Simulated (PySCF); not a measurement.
Compound: C₆H₈B₂.
Cartesian coordinates in Å at the PBE0-D3(BJ)/def2-SVP level; atoms count from 1:
```
atom  x, y, z in Å
B1     2.7028    0.3903    0.0673
C2     1.1549    0.1988    0.0339
C3     0.3632    1.3328    0.1714
B4    -1.1645    1.4928    0.1760
C5    -2.1412    0.3342    0.0252
C6    -1.8574   -1.0030   -0.1348
C7    -0.5966   -1.6541   -0.2052
C8     0.6778   -1.1431   -0.1355
H9     3.4458   -0.5581   -0.0475
H10    3.1700    1.4957    0.2083
H11    0.9480    2.2542    0.2919
H12   -1.6132    2.6122    0.3079
H13   -3.2141    0.5638    0.0436
H14   -2.7102   -1.6882   -0.2248
H15   -0.6525   -2.7397   -0.3382
H16    1.4722   -1.8919   -0.2233
```

Mayer bond orders were computed from the PBE0/pcSseg-1 density (PySCF). Isolated species at its PBE0-D3(BJ)/def2-SVP geometry, gas phase.

Task: Rank these bonds by Mayer order, highest first.
A. C6–C7
B. C5–C6
C. B1–C2
D. B4–C5

Result: B (1.61), A (1.31), D (1.11), C (0.99).

Task: Set the orders of all bonds between heavy atoms beside their lengths and the difference of the Mulliken charges at their ends.

Result: 
```csv
bond,Mayer order,length (Å),q(first) − q(second) (e)
C7–C8,1.612,1.375,-0.039
C5–C6,1.610,1.376,-0.217
C2–C3,1.569,1.390,-0.121
C6–C7,1.306,1.421,+0.025
C8–C2,1.252,1.434,+0.283
B4–C5,1.107,1.523,+0.688
C3–B4,1.070,1.536,-0.620
B1–C2,0.992,1.560,+0.591
```

The Mayer order sums products of elements of PS (density times overlap matrix) between the two atoms' basis functions, so it depends on the basis set.

These values come from a run that also computed NMR shieldings. The run took 45 s wall on an Arm Neoverse N1 with one thread, shared host, and the process peaked at 0.88 GiB of memory.
